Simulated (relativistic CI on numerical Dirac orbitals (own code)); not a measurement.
# L2,3 absorption of cobalt in several valence states

Computed multiplet spectra 2p⁶3dⁿ → 2p⁵3dⁿ⁺¹ (Dirac-Coulomb-Breit ions, Slater integrals scaled by 0.8, an assumed crystal field that grows with the charge, no charge transfer; 300 K; Lorentzian 0.4 eV and Gaussian 0.3 eV FWHM at both edges, so that L2 comes out sharper than in experiment). Peaks over 5 % are given in eV from the highest peak in the L3 region of each spectrum (height, largest 100). S of the lowest state is read from ⟨S²⟩, and the branching ratio is the share of L3, cut at the minimum between the edges.

Field parameters in Wybourne normalisation: Td as Oh with Dq negative (B⁴₀ = 21Dq, B⁴₄ = √(5/14) B⁴₀). The field is a parameter set, without covalency.

- Co²⁺ (d7, Td, 10Dq = -7250 cm⁻¹): S = 1.50, high spin, branching ratio 0.75; peaks 0.0 (100), 1.1 (68), 2.1 (31), 2.8 (23), 3.7 (12), 4.3 (12), 15.6 (49), 17.8 (9), 18.6 (6)
- Co³⁺ (d6, Td, 10Dq = -9350 cm⁻¹): S = 2.00, high spin, branching ratio 0.75; peaks -3.3 (14), -0.5 (100), 0.0 (100), 1.1 (58), 2.9 (32), 4.5 (12), 12.6 (13), 13.8 (32), 14.9 (30), 15.5 (30), 16.9 (12), 18.0 (10), 18.7 (8)
- Co⁴⁺ (d5, Td, 10Dq = -11450 cm⁻¹): S = 2.50, high spin, branching ratio 0.77; peaks -2.7 (14), 0.0 (100), 1.4 (39), 3.8 (8), 4.8 (12), 13.5 (11), 14.8 (15), 15.3 (12), 16.3 (18), 17.2 (24)
- Co⁵⁺ (d4, Td, 10Dq = -13600 cm⁻¹): S = 1.99, high spin, branching ratio 0.70; peaks -4.3 (6), -3.4 (16), -2.4 (19), 0.0 (100), 0.9 (88), 3.4 (49), 6.1 (8), 9.8 (26), 11.5 (18), 12.7 (19), 15.5 (29), 16.1 (34), 17.0 (20), 17.5 (23), 18.7 (11)

The centroid of the whole edge, which also moves with the branching ratio, lies at 785.1 (Co²⁺), 787.6 (Co³⁺), 791.2 (Co⁴⁺), 795.8 (Co⁵⁺) eV in this ionic model, in steps of 2.5 to 4.6 eV. Compounds show about 1 to 2 eV a unit and lower energies for the high valences, since ligands screen the charge. The multiplet shape follows the d count and the spin state, and so serves as a fingerprint of valence.
